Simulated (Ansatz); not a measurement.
`[OH][In]([F])[SH]` and `[OH][In]([SH])[Cl]` differ in one element.

Ansatz, PBE0-D4/def2-TZVP geometries, multiplicity 1. Each molecule was computed in one conformer, which needn't be the lowest.

Elements past krypton have def2 core potentials.

| property | `[OH][In]([F])[SH]` |
| --- | --- |
| LUMO energy (B3LYP/def2-TZVPP) / eV | -2.51 |
| HOMO–LUMO gap (B3LYP/def2-TZVPP) / eV | 5.44 |
| size of the dipole moment (ωB97M-V/def2-TZVPP) / D | 0.66 |
| LUMO energy (PBE/def2-TZVPP) / eV | -3.05 |
| size of the dipole moment (PBE/def2-TZVPP) / D | 0.62 |
| HOMO–LUMO gap (PBE/def2-TZVPP) / eV | 3.85 |

Problem. Give the same properties after the change, and the shifts. (Estimate.)

Solution. Computed: 
```tsv
property	`[OH][In]([SH])[Cl]`	shift
LUMO energy (B3LYP/def2-TZVPP) / eV	-2.44	0.07
HOMO–LUMO gap (B3LYP/def2-TZVPP) / eV	5.41	-0.03
size of the dipole moment (ωB97M-V/def2-TZVPP) / D	0.36	-0.30
LUMO energy (PBE/def2-TZVPP) / eV	-3.00	0.05
size of the dipole moment (PBE/def2-TZVPP) / D	0.28	-0.34
HOMO–LUMO gap (PBE/def2-TZVPP) / eV	3.84	-0.01
```

Dipoles are sizes alone; their direction can turn.

B3LYP here is the variant with VWN-RPA as its local correlation; programs differ in this.
